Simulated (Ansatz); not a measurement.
`CCCCCCCCCCO` + `C=C(C)C` → `C=C(C)CCC` + `CCCCCCCCO`  (formal exchange of groups at a C–C bond)

Computed with Ansatz on PBE0-D4/def2-TZVP structures; ΔE is electronic, products minus reactants. CCSD(T)/CBS is the MP2 limit (def2-TZVPP, def2-QZVPP) plus CCSD(T) − MP2 in def2-TZVPP, frozen cores. This one scheme is used for every species. DFT in def2-TZVPP. B3LYP here is the variant with VWN-RPA as its local correlation; programs differ in this. HSE06 is defined as in plane-wave codes. One conformer a species, not always the lowest.

Task: Is it downhill or uphill in electronic energy at CCSD(T)/CBS, and by how much? (An estimate is asked.)

Result: The calculation gave: Nearly level: ΔE = -0.4 kJ/mol.

Task: What do these levels give: B3LYP-D4, r2SCAN0-D4, HSE06-D4, BHLYP-D4, CAM-B3LYP-D4, PBE-QIDH, revPBE, PBE0, CCSD(T)/def2-SVP, MP2/def2-TZVPP, CCSD/def2-TZVPP, HF/def2-QZVPP? (An estimate is asked.)

Result: Computed: B3LYP-D4 -1.2, r2SCAN0-D4 -0.5, HSE06-D4 -0.9, BHLYP-D4 -1.3, CAM-B3LYP-D4 -1.0, PBE-QIDH -2.6, revPBE -10.4, PBE0 -5.6, CCSD(T)/def2-SVP -2.1, MP2/def2-TZVPP 0.4, CCSD/def2-TZVPP -1.0, HF/def2-QZVPP -10.2 kJ/mol.

Largest T1 diagnostic among the species: 0.010.

The D4 term adds +7.3 kJ/mol with B3LYP and +5.0 kJ/mol with PBE0; it sums over pairs of atoms, weighted by their polarisabilities, and B3LYP, whose exchange is more repulsive, gets the larger term. In def2-TZVPP, CCSD(T) changes the Hartree–Fock value by +10.3 kJ/mol (the triples alone add +1.1 kJ/mol) and MP2 by +10.6 kJ/mol.
